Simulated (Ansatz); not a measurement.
```xyz
8

N     1.215   -0.568    0.554
W    -0.323    0.488    0.027
O     0.198    1.636   -1.125
O    -0.942    1.247    1.426
O    -1.674   -0.605   -0.716
H     2.042   -0.672   -0.014
H     1.369   -0.891    1.497
H    -1.885   -0.636   -1.651
```

The species carries charge 0 and has multiplicity 1. W takes the def2 core potential.

(1) List the PBE0/def2-TZVPP orbital energies in eV (Ansatz). (Estimate.)

Answers

(1) Computed: Occupied: -523.57, -522.96, -522.77, -392.04, -83.88, -47.23, -46.99, -46.79, -28.25, -25.86, -25.31, -24.29, -15.16, -14.82, -12.99, -11.94, -11.61, -11.27, -11.04, -10.27, -9.83, -9.40, -8.75, -8.55. Lowest empty: -1.33, -1.07, -0.29, -0.03, 0.52, 1.18, 1.32, 2.28.
